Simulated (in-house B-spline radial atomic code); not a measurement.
## RPA and G0W0 on Hartree-Fock: Bi3+

Configuration [Xe] 4f14 5d10 6s2, mean-field start Hartree-Fock. Computed with an all-electron radial atomic-structure program (B-spline basis): all electrons, scalar-relativistic (spin-free one-electron X2C), finite nucleus, each spin shell either full or empty, empty states to l = 9 with an (l + 1/2)⁻⁴ tail; G0W0 by contour deformation at full frequency.

Without the two-electron picture change, the correlation of inner shells comes somewhat too large for so heavy an element.

Command:
```bash
python run_gw.py task.json out
```
Settings (radii: box in bohr, nucleus in fm):
```
Z                        83
electrons                80
configuration            [Xe] 4f14 5d10 6s2
hamiltonian              x2c
method                   hf
lmax                     9
rms_radius               5.5211
spin_polarised           False
box_radius               14.14
intervals                68
ion_configuration        [Xe] 4f14 5d10 6s1
```

Cost of the run: 24 s on 1 thread of Arm Neoverse N1, on a shared host.

Energies (hartree):

```
                                     term         value
                         mean-field total  -21527.73627
Hartree-Fock functional on these orbitals  -21527.73627
                      direct second order       -7.6474
                    second-order exchange         1.906
                         SOSEX correction        1.8117
```

(1) What is the RPA correlation energy, and what remains with SOSEX?

Quasi-particle levels (eV):

```
level  occupied  mean field  Σx - vxc     Σc  QP weight     G0W0
   6s       yes      -42.90      0.00      ?          ?        ?
   5d       yes      -63.63      0.00  -0.14      0.959   -63.77
   6p        no     -22.808      0.00  -1.07      0.978  -23.878
```

G0W0 = mean field + (Σx - vxc) + Σc, with Σc (partial-wave tail included) taken at the quasi-particle energy. Only the outer levels were computed. Levels of low weight are left out.

(2) Where does G0W0 put 6s?

(3) What does it cost to remove one electron (to [Xe] 4f14 5d10 6s1) by differences of total energies, each species on its own start (correlation terms add to the Hartree-Fock functional)?

Answers

(1) RPA gives -6.8467 hartree (-2.33 eV per electron); RPA + SOSEX gives -5.035, and the second-order doubles (MP2) -5.7414 hartree. RPA lacks exchange-type terms and so overcorrelates at short range.

(2) At -44.96 eV, with Σc = -2.07 eV and a quasi-particle weight of 0.972. The tabulated removal energy is 45.37 ± 0.06 eV (NIST, measured); the calculation leaves out spin-orbit coupling, Breit and QED terms, and what these don't explain is the method's own error.

(3) Hartree-Fock functional 42.56 eV, + RPA 44.75 eV, + RPA + SOSEX 44.29 eV, + second order 45.31 eV. Tabulated: 45.37 ± 0.06 eV (NIST, measured); the calculation leaves out spin-orbit coupling, Breit and QED terms, and what these don't explain is the method's own error.
